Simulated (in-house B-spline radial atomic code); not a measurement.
# LDA exchange-only excitations of S6+

Method: LDA exchange-only. Computed with a B-spline radial code for spherical atoms: linear response of the closed shell [He] 2s2 2p6 with the functional's adiabatic kernel; scalar-relativistic (spin-free one-electron X2C), finite nucleus, no spin-orbit coupling, no double excitations, S, P, D and F terms only. Only terms of natural parity with L up to 3 were computed.

Command:
```bash
python run_td.py task.json out
```
Settings (radii: box in bohr, nucleus in fm):
```
Z                        16
electrons                10
configuration            [He] 2s2 2p6
hamiltonian              x2c
method                   lda,
box_radius               14.35
rms_radius               3.2611
intervals                71
```

Run time, properties included: 0.3 s on 1 thread of Arm Neoverse N1 (shared host).

The lowest states, in the order of their Tamm-Dancoff energies; the method's threshold (minus the highest occupied level) is 255.64 eV. Labels give the largest channel, * marks a mixed state, and oscillator strengths are full-response dipole values. Semilocal kernels can invert the small singlet-triplet splittings of Rydberg terms. Energies in eV:

| state | full response | Tamm-Dancoff | oscillator strength |
| --- | --- | --- | --- |
| 2p → 3s 3P | 161.91 | 161.92 | - |
| 2p → 3s 1P | ? | ? | ? |
| 2p → 3p 3S | 173.48 | 173.53 | - |
| 2p → 3p 3D | 175.00 | 175.01 | - |
| 2p → 3p 1D | 176.07 | 176.08 | - |
| 2p → 3p 1S | 182.73 | 183.27 | - |
| 2p → 3d 3P | 192.33 | 192.34 | - |
| 2p → 3d 3F | 192.81 | 192.82 | - |
| 2p → 3d 1F | 193.55 | 193.55 | - |
| 2p → 3d 1P | 196.17 | 196.30 | 1.33 |
| 2p → 4s 3P | 211.07 | 211.08 | - |
| 2p → 4s 1P | ? | ? | ? |

**Question.** Where does 2p → 3s 1P lie?

**Answer.** At 163.30 eV in full response, 163.33 eV in Tamm-Dancoff, oscillator strength 0.2.

**Question.** Where does 2p → 4s 1P lie?

**Answer.** At 211.46 eV in full response, 211.47 eV in Tamm-Dancoff, oscillator strength 0.0313.

**Question.** How large is the singlet-triplet splitting of 2p → 3s (P terms) in Tamm-Dancoff?

**Answer.** 1.41 eV, from the unrounded values.

**Question.** What polarisabilities and dispersion coefficient does the method give?

**Answer.** Dipole 0.07535 bohr³, quadrupole 0.03225 bohr⁵, C6 0.03846 hartree·bohr⁶ for two such species.
